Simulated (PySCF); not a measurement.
## Telling isomers of C5H6F3OPSi apart by NMR

PySCF calculation with GIAO PBE0/pcSseg-1 shieldings and structure optimised with GFN2-xTB; equivalent nuclei averaged, non-relativistic, isolated molecule, one computed conformer.

Scale: $^{1}$H and $^{13}$C vs TMS (reference shieldings calculated alike). Splittings of carbon signals by F and P are missing where no couplings were computed. Where no couplings were computed, multiplicities follow the n + 1 count of equivalent neighbours, and m marks all less simple cases (inequivalent or close neighbours, rings, F or P nearby). Shifts are as computed. Against solution values, carbons near 30 ppm lie about +3 ppm off and those near 130 ppm about +5 ppm (rms about the fit 2.1 ppm; single classes can miss by 10 ppm). Of 1328 compounds with measured shifts, 309 miss one by over three times the rms of a fit or turn the order of signals round; such compounds aren't used in these exercises. Signals without a measured value on file couldn't be tested in this way; 1H shifts scatter by 0.2 ppm about their fit, and single ones miss by 0.5 ppm.

(1) Tabulate the signals of `C=CC1=C([SiH3])[P@@]1(=O)C(F)(F)F`, `Cc1oc(C(F)(F)F)pc1[SiH3]` and their relative energies.

(2) What is the quickest way to tell C=CC1=C([SiH3])[P@@]1(=O)C(F)(F)F from Cc1oc(C(F)(F)F)pc1[SiH3]?

## Answers

(1) 
```json
{"SMILES": "C=CC1=C([SiH3])[P@@]1(=O)C(F)(F)F", "carbon types": "3×C 1×CH 1×CH2", "δC": "187.0, 166.7, 144.9, 131.6, 131.0", "δH": "7.07 (m, 1H), 6.60 (m, 1H), 6.46 (m, 1H), 4.47 (m, 3H)", "E rel. (kcal/mol)": "42.8"}
{"SMILES": "Cc1oc(C(F)(F)F)pc1[SiH3]", "carbon types": "4×C 1×CH3", "δC": "188.6, 174.0, 130.4, 127.5, 17.9", "δH": "4.58 (m, 3H), 2.74 (s, 3H)", "E rel. (kcal/mol)": "0.0"}
```

Energies are electronic energies at PBE0/pcSseg-1 on these geometries, without zero-point or thermal terms, each for the one conformer computed, which needn't be the lowest.

(2) Both give the same number of carbon signals, but DEPT or the intensities differ. The first has a terminal =CH2 carbon at 144.9 ppm, the second a methyl carbon on an aromatic ring (CH3) at 17.9 ppm. Their most deshielded carbons lie at 187.0 and 188.6 ppm. In the proton spectra the most deshielded non-exchanging signals are 7.07 (m, 1H) and 4.58 (m, 3H).
